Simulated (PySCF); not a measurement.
# Correlation energy of S (sulfur, neutral)

[Ne] 3s2 3p3 4s1, high-spin 5S determinant (an excited configuration). All numbers are calculated (PySCF 2.14, no relativity, point nucleus, in aug-cc-pV(Q+d)Z (7s6p5d3f2g, 89 functions)). Frozen: [Ne]; 6 electrons correlated.

| level | correlation energy (mhartree) |
| --- | --- |
| CCSD | -125.88 |
| (T) | -5.51 |
| CCSD(T) | -131.39 |

Diagnostics: T1 = 0.0099, D1 = 0.0334, largest double amplitude 0.045.

Question: Is a single reference adequate?

Answer: Yes: T1 lies below 0.03 and no double amplitude reaches 0.07.
